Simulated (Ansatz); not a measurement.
## Worked example: Cd(CH3)Br + CBr2Cl2 → Cd(CH3)Cl + CBr3Cl

Species: Cd(CH3)Br, singlet; CBr2Cl2 (dibromodichloromethane) `ClC(Cl)(Br)Br`, singlet; Cd(CH3)Cl, singlet; CBr3Cl (tribromochloromethane) `ClC(Br)(Br)Br`, singlet. The partners trade Br for Cl: Cd–Br and C–Cl bonds give way to Cd–Cl and C–Br.

Shapes, held fixed at every level: PBE0-D4/def2-TZVP. Programs: Ansatz 0.2.0. The zero-point and thermal change to 298 K, harmonic and unscaled (PBE0-D4/def2-TZVP), is -0.4 kJ/mol.

At CCSD(T)/def2-TZVPP; 1 Eh = 2625.50 kJ/mol:

| species | energy (Eh) |
| --- | --- |
| Cd(CH3)Br | -2780.158923 |
| CBr2Cl2 | -6102.872812 |
| Cd(CH3)Cl | -667.173143 |
| CBr3Cl | -8215.852657 |

Problem. Work out ΔH(298 K) of the reaction at this level.

Solution. 
1. Products less reactants: (-667.173143) + (-8215.852657) − [(-2780.158923) + (-6102.872812)] = 0.005935 Eh = +15.6 kJ/mol.
2. With the thermal change: +15.6 + (-0.4) = +15.2 kJ/mol.

Other levels give +12.4 (MP2/def2-TZVPP) to +25.3 kJ/mol (CCSD(T)/def2-SVP). No measured value is set beside it here. For atoms past krypton def2 sets carry core potentials with scalar relativity. Relativity is left out for Br unless named. Correlated rows may include outer-core shells of Br, Cd, which these sets cover unevenly.
